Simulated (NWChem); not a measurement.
A series in which one site is exchanged, each optimised at PBE0/def2-SVP with NWChem, gas phase unless a solvent is named. All stand in one matching conformer (torsions within 35°), which need not be the lowest. 

A: [NH2][Be][O][SiH3] (BeSiNH5O; site = Be)
B: [O]([Mg][NH2])[SiH3] (MgSiNH5O; site = Mg)
C: [NH2][Zn][O][SiH3] (ZnSiNH5O; site = Zn)

| quantity | A | B | C |
|---|---|---|---|
| dipole (D), PBE0/def2-SVP | 1.46 | 2.33 | (withheld) |
| orbital gap (eV), PBE0/def2-SVP | 7.14 | 5.31 | (withheld) |
| lowest singlet excitation, CAM-B3LYP/def2-SVPD, TDA (eV) | 5.78 | 4.27 | (withheld) |

Question: Fill in the missing entries.

Answer: 
- dipole (D), PBE0/def2-SVP, C: 2.49
- orbital gap (eV), PBE0/def2-SVP, C: 6.18
- lowest singlet excitation, CAM-B3LYP/def2-SVPD, TDA (eV), C: 5.23
